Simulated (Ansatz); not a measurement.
Ansatz (an electronic-structure program) input (CCSD(T)/def2-TZVPP):

Ansatz 0.2 input:
```yaml
crystal:
  periodic: [false, false, false]
  atoms:
    - {symbol: Nb, position_ang: [-0.09995977, 0.06261647, 0.10353351]}
    - {symbol: O, position_ang: [-1.17546047, -1.25676032, -0.34728784]}
    - {symbol: O, position_ang: [-0.21364113, 1.40606345, -1.02912861]}
    - {symbol: F, position_ang: [1.69012927, -0.41796668, 0.75182862]}
basis:
  gaussian:
    orbitals: def2-TZVPP
total_charge: -1
magnetization: {spin_polarized: true, initial_magnetization: 1}
correlation: {method: ccsd_t, electrons: outside_noble_gas}
```

Output:

```
Functional definition: HF
integrals: 0.56 GiB planned
1005 factors; integrals over basis functions are off by at most 7.1e-4 eV
mean field: 0.51 GiB planned
mean field evaluation 1: about -8312.4380 eV, gradient 4.5e1 eV
mean field evaluation 2: about -8312.4579 eV, gradient 4.5e1 eV
mean field evaluation 4: about -8321.7297 eV, gradient 3.6e0 eV
mean field evaluation 8: about -8322.0508 eV, gradient 4.5e-1 eV
mean field evaluation 16: about -8322.0651 eV, gradient 1.9e-6 eV
mean field evaluation 32: about -8310.0590 eV, gradient 8.1e0 eV
mean field evaluation 64: about -8320.4026 eV, gradient 6.0e-2 eV
mean field evaluation 96: about -8319.2600 eV, gradient 1.0e0 eV
mean field evaluation 128: about -8318.1936 eV, gradient 2.8e-2 eV
mean field evaluation 160: about -8318.5150 eV, gradient 8.3e-3 eV
mean field evaluation 192: about -8319.0297 eV, gradient 4.5e-3 eV
mean field -8322.06510088 eV, -305.8302515591 hartree, gradient 2.9e-6 eV, S^2 0.786315; 2 other end points of the search recorded, 0 dependent functions left out
determinant -8322.06510088 eV, -305.8302515591 hartree, with singles and doubles -8346.51593931 eV, -306.7288032978 hartree
determinant -8320.40287295 eV, -305.7691658093 hartree, with singles and doubles -8344.67677324 eV, -306.6612151914 hartree
determinant -8319.32766910 eV, -305.7296527966 hartree, with singles and doubles -8343.57140711 eV, -306.6205937354 hartree
7 core orbitals not correlated
reference -8322.06510088 eV, -305.8302515591 hartree; 13, 12 occupied and 129, 130 virtual orbitals, 1005 factors
second order -25.56090710 eV of doubles, -0.00000000 eV of singles
coupled cluster: 1.74 GiB planned
cycle   1  -24.34874135 eV  change    -2.3e0 eV  update   3.8e-2
cycle   2  -24.44749090 eV  change   -9.9e-2 eV  update   1.3e-2
cycle   3  -24.43346584 eV  change    1.4e-2 eV  update   9.0e-3
cycle   4  -24.44095284 eV  change   -7.5e-3 eV  update   4.1e-3
cycle   5  -24.44028575 eV  change    6.7e-4 eV  update   2.2e-3
cycle   6  -24.44317029 eV  change   -2.9e-3 eV  update   9.5e-4
cycle   7  -24.44334578 eV  change   -1.8e-4 eV  update   5.2e-4
cycle   8  -24.44363540 eV  change   -2.9e-4 eV  update   2.3e-4
cycle   9  -24.44355643 eV  change    7.9e-5 eV  update   1.4e-4
cycle  10  -24.44344172 eV  change    1.1e-4 eV  update   8.5e-5
cycle  11  -24.44347968 eV  change   -3.8e-5 eV  update   5.2e-5
cycle  12  -24.44351839 eV  change   -3.9e-5 eV  update   3.2e-5
cycle  13  -24.44348300 eV  change    3.5e-5 eV  update   1.6e-5
cycle  14  -24.44349711 eV  change   -1.4e-5 eV  update   8.0e-6
perturbative correction -1.36092428 eV, -0.0500130449 hartree
Total energy: -8347.86952227 eV, -306.7785465542 hartree
```

The spin state was set by rule; other spins were not relaxed.
